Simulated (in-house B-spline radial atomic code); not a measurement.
A run on Se that did not converge. Method: scalar-relativistic (X2C) revTPSS, spin-polarised, spherical fractional occupations, Fermi nucleus of rms radius 4.14 fm; computed with an all-electron radial atomic-structure program (B-spline basis).

Command:
```bash
python run_scf.py task.json out
```
Settings (nuclear radius in fm, mass in u):
```
Z                34
configuration    [Ar] 3d10 4s2 4p3.875 4d0.125
hamiltonian      x2c
method           revtpss,revtpss
spin_polarised   True
nucleus          fermi
rms_radius       4.14
atomic_mass      79.91652
speed_of_light   137.035999084
```

First and last ten iterations of the last attempt (damped for 15 steps, keeping 80 % of the old Fock matrix, then DIIS):
```
 iter        energy (Eh)    residual
    1       -2429.208787    5.21e-02
    2       -2429.211660    2.33e-03
    3       -2429.211744    1.62e-03
    4       -2429.211771    1.15e-03
    5       -2429.211779    8.32e-04
    6       -2429.211783    6.14e-04
    7       -2429.211784    4.59e-04
    8       -2429.211785    3.48e-04
    9       -2429.211785    2.65e-04
   10       -2429.211786    2.04e-04
  111       -2429.211788    6.02e-06
  112       -2429.211788    8.16e-06
  113       -2429.211788    7.33e-06
  114       -2429.211788    6.94e-06
  115       -2429.211788    6.65e-06
  116       -2429.211788    8.74e-06
  117       -2429.211787    1.21e-05
  118       -2429.211787    1.32e-05
  119       -2429.211788    7.22e-06
  120       -2429.211788    5.95e-06
 not converged after 120 iterations
```

The smallest residual met was 3.2e-06; the threshold is about 3e-07. Over the last five steps the energy moves by less than 2e-06 hartree, but the orbitals didn't meet the threshold. Run time, properties included: 5 s on 1 thread of Arm Neoverse V1, with other jobs on the host.
